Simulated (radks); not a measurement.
All-electron atom: the rhenium ion Re3+ in [Xe] 4f14 5d4. All-electron calculation, scalar-relativistic Kohn-Sham, revPBE, spin-polarised, spherical densities, point nucleus; open shells are filled with parallel spins first (spin-orbit coupling, left out, can overturn this in heavy ions). Program: a radial shooting solver on a logarithmic mesh with Libxc functionals.

Radial electron density D(r) = 4 pi r^2 rho(r):

```
   r/bohr * D(r) (the largest magnitude, 138, reaches the edge; | marks zero)
0.0006678 | *
0.0007774 | *
0.0008979 |  *
 0.001045 |  *
 0.001207 |   *
 0.001405 |    *
 0.001636 |      *
 0.001889 |       *
   0.0022 |         *
  0.00254 |           *
 0.002957 |              *
 0.003443 |                 *
 0.003976 |                    *
 0.004629 |                       *
 0.005345 |                           *
 0.006223 |                               *
 0.007245 |                                  *
 0.008367 |                                     *
  0.00974 |                                       *
  0.01125 |                                        *
   0.0131 |                                        *
  0.01524 |                                       *
  0.01761 |                                     *
   0.0205 |                                    *
  0.02367 |                                   *
  0.02756 |                                    *
  0.03208 |                                        *
  0.03705 |                                            *
  0.04313 |                                                 *
  0.04981 |                                                     *
  0.05799 |                                                      *
  0.06751 |                                                   *
  0.07796 |                                               *
  0.09076 |                                          *
   0.1057 |                                          *
    0.122 |                                             *
   0.1421 |                                                 *
   0.1641 |                                                 *
    0.191 |                                            *
   0.2223 |                                  *
   0.2568 |                           *
   0.2989 |                         *
   0.3452 |                            *
   0.4019 |                              *
   0.4679 |                            *
   0.5404 |                       *
   0.6291 |                *
   0.7265 |           *
   0.8458 |        *
   0.9846 |      *
    1.137 |     *
    1.324 |   *
    1.529 |  *
     1.78 | *
    2.072 |*
    2.393 *
    2.786 *
    3.217 *
    3.745 *
     4.36 *
    5.035 *
    5.862 *
```

D(r) has 4 maxima, at r = 0.0122, 0.0557, 0.155, 0.408 bohr, and minima at 0.0235, 0.0999, 0.290 bohr, inside which lie 1.90, 11.04, 29.94 electrons.
